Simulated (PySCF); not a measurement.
SMILES OB(O)CC[Si](O)(O)O, GFN2-xTB optimised geometry. Atoms within 1.6 Å of the plane z = 0.8 Å (x, y, z in Å): Si1 (-1.67, 1.46, -0.10), O2 (-3.22, 1.44, -0.59), O4 (-1.65, 1.89, 1.47), C5 (-0.80, -0.23, -0.16), C6 (0.72, -0.13, 0.00), B7 (1.48, -1.54, 0.00), O8 (0.85, -2.74, 0.00), O9 (2.83, -1.54, 0.00), H12 (-2.29, 2.53, 1.79), H13 (-1.21, -0.86, 0.63), H15 (0.94, 0.39, 0.93), H16 (1.13, 0.49, -0.80), H17 (-0.11, -2.70, 0.00), H18 (3.22, -2.42, 0.01).

Calculation: CAM-B3LYP/def2-SVP run with PySCF.

Map of the electron localisation function on the plane z = 0.8 Å:

```
|                           |
|                           |
|                           |
|                           |
|                           |
|                           |
|        .::                |
|       .-*+-               |
|       :#%%+.              |
|   ..  -%%#=.  ..          |
|   ..  :**-.  :%%=         |
|    .  .::..  %@@%:        |
|         .:-.:@@@%.        |
|         :++::%@@+         |
|        -@@@=:=**:  =+-    |
|       .%@@@+ -**::=##+.   |
|       :@@@@= .=-:+#%#+.   |
|       .#@@+  .-::*##*:    |
|        .:   .-*+::=+=:    |
|            =++##: .=*=    |
|           .+=*%%-  -*=    |
|            .:=##+   .     |
|              :+*=         |
|               ..          |
|                           |
|                           |
|                           |
```
Scale: ten equal steps from 0.000 (start of ' ') to 0.999 (end of '@'), in the order ' .:-=+*#%@'; x runs from -5.50 to 5.50, y from -5.50 (bottom) to 5.50 (top).
